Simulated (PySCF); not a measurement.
## How methods differ on the ionisation energy of P⁷⁺

P⁷⁺ [He] 2s2 2p4 [2p1/2^2 2p3/2^2, M_J = 2] → P⁸⁺ [He] 2s2 2p3 [2p1/2^2 2p3/2^1, M_J = 3/2], as a difference of total energies. All numbers are calculated (PySCF 2.14, the two-component X2C-1e Hamiltonian, in an uncontracted even-tempered set (18 s from 0.78 bohr⁻², ratio 2.4; 11 p from 1 bohr⁻², ratio 2.4; 5 d from 6 bohr⁻², ratio 2.6; 5 f from 9 bohr⁻², ratio 2.6)). Correlated levels: nothing frozen; the 28 highest virtual spinors dropped. "Screened" scales the spin-orbit matrix elements by Boettger's factors to mimic the two-electron term; Breit and QED terms are absent.

| method | ionisation energy (eV) |
| --- | --- |
| GHF (spin-free) | 307.56 |
| GMP2 (spin-free) | 309.03 |
| GHF (screened spin-orbit) | 307.90 |
| GMP2 (screened spin-orbit) | 309.37 |

Task: How much does correlation contribute at GMP2 (screened spin-orbit)?

Result: 309.37 − (307.90) = 1.47 eV, measured against GHF (screened spin-orbit).

The labels give the starting determinants; with spin-orbit coupling the two ends relaxed to ⟨J²⟩ = 6.00, ⟨L²⟩ = 2.02, ⟨S²⟩ = 1.99 and ⟨J²⟩ = 3.75, ⟨L²⟩ = 0.00, ⟨S²⟩ = 3.75.

For comparison: 309.6 ± 0.1 eV (semi-empirical (NIST evaluation); NIST Atomic Spectra Database, ionization energies).
